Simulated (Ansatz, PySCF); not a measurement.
Molecule: GaH$_{2}$, charge 1, multiplicity 1. 
Structure (B3LYP-D3(BJ)/def2-TZVP (Ansatz, a first-principles code) minimum search):
```xyz
3

Ga     0.0000     0.0000     0.0000
H      0.0000     0.0000    -1.5293
H      0.0000     0.0000     1.5293
```
Charge +1, spin multiplicity 1.

Total electronic energies in hartree. Cores are frozen in the correlated levels unless marked. Spin-orbit coupling is left out. The frozen core is the preceding noble-gas configuration, with the filled d and f shells of earlier blocks. No relativistic terms. Basis-set limits of correlation are two-point, X^-3; Hartree-Fock from the larger set (for Q and 5 zeta extrapolated as (X+1)exp(-9√X)).

```json
[
 {"level": "HF/STO-3G", "program": "Ansatz", "energy (Eh)": "-1901.79933"},
 {"level": "HF/aug-cc-pVTZ", "program": "Ansatz", "energy (Eh)": "-1924.15880"},
 {"level": "HF-D3(BJ)/def2-TZVPD", "program": "PySCF + dftd3", "energy (Eh)": "-1924.12997"},
 {"level": "PBE-D3(BJ)/def2-TZVPD", "program": "Ansatz + dftd3", "energy (Eh)": "-1925.43291"},
 {"level": "PBE-D4/def2-TZVPD", "program": "Ansatz + dftd4", "energy (Eh)": "-1925.43259"},
 {"level": "M06-L/def2-TZVPD", "program": "PySCF", "energy (Eh)": "___"},
 {"level": "r2SCAN-D4/def2-TZVPD", "program": "Ansatz + dftd4", "energy (Eh)": "-1925.71313"},
 {"level": "PBE0/def2-TZVP", "program": "Ansatz", "energy (Eh)": "___"},
 {"level": "BHLYP-D4/def2-TZVPD", "program": "Ansatz + dftd4", "energy (Eh)": "___"},
 {"level": "PW6B95/def2-TZVPD", "program": "PySCF", "energy (Eh)": "-1926.68492"},
 {"level": "CAM-B3LYP-D4/def2-TZVPD", "program": "Ansatz + dftd4", "energy (Eh)": "-1925.84516"},
 {"level": "MP2/6-31G", "program": "Ansatz", "energy (Eh)": "-1923.81540"},
 {"level": "MP2/cc-pVTZ", "program": "Ansatz", "energy (Eh)": "-1924.21695"},
 {"level": "MP2/CBS(cc-pVQZ,cc-pV5Z)", "program": "Ansatz", "energy (Eh)": "-1924.2273"},
 {"level": "RI-MP2/CBS(def2-TZVPP,def2-QZVPP)", "program": "Ansatz", "energy (Eh)": "-1924.2260"},
 {"level": "SCS-MP2/6-31G", "program": "Ansatz", "energy (Eh)": "-1923.82099"},
 {"level": "SCS-MP2/6-31G*", "program": "Ansatz", "energy (Eh)": "-1923.87751"},
 {"level": "SCS-MP2/cc-pVDZ", "program": "Ansatz", "energy (Eh)": "-1924.14390"},
 {"level": "SCS-MP2/def2-QZVPP", "program": "Ansatz", "energy (Eh)": "-1924.23458"},
 {"level": "CCSD(T)/def2-TZVPP", "program": "Ansatz", "energy (Eh)": "-1924.19605"},
 {"level": "CCSD(T)/aug-cc-pVQZ", "program": "Ansatz", "energy (Eh)": "-1924.23985"},
 {"level": "CCSD(T)/cc-pV5Z", "program": "Ansatz", "energy (Eh)": "-1924.24074"},
 {"level": "CCSD(T)/CBS(cc-pVQZ,cc-pV5Z)", "program": "Ansatz", "energy (Eh)": "-1924.2415"}
]
```

**Question.** Fill in the missing entries.

**Answer.** 
- M06-L/def2-TZVPD, energy (Eh): -1925.68431
- PBE0/def2-TZVP, energy (Eh): -1925.47302
- BHLYP-D4/def2-TZVPD, energy (Eh): -1925.70744
